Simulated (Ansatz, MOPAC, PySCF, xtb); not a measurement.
Complex: CH3F (SMILES CF) (first 5 atoms) with GeH4 (SMILES [GeH4]); geometry from B3LYP-D3(BJ)/def2-TZVP.
(charge 0, multiplicity 1):
```xyz
10

C     -0.43276    -0.03777    -0.15559
F      0.76525    -0.17114     0.53997
H     -1.01889     0.75615     0.30778
H     -0.20666     0.21423    -1.19193
H     -0.97333    -0.98311    -0.10454
Ge    -0.05929    -0.19588     3.68253
H     -0.35992     1.17639     3.06226
H      1.44397    -0.48745     3.61824
H     -0.84122    -1.28106     2.92765
H     -0.51630    -0.18763     5.15210
```

Counterpoise-corrected where a basis set is named; no monomer relaxation. Rows marked so take none.

Rows in 6-31G* carry no dispersion term and start afresh at each structure (6-31G* with six Cartesian d functions); the Pople sets are all-electron and without relativity. The state that PM7 reach isn't checked; PM7 holds dispersion and hydrogen-bond terms.

Programs: Ansatz (a first-principles code); MOPAC for PM7 (differences of heats of formation); PySCF for 6-31G* rows; xtb for the GFN methods. Each number belongs to the level named beside it.

Question: One of these levels gives -6.5 kJ/mol for the interaction energy. Name it.
A. GFN2-xTB
B. B3LYP/6-31G* (no counterpoise)
C. B97M-V/def2-TZVPPD
D. PM7

Answer: C, B97M-V/def2-TZVPPD. The others give -0.3 (PM7), -14.6 (GFN2-xTB), -8.1 (B3LYP/6-31G* (no counterpoise))
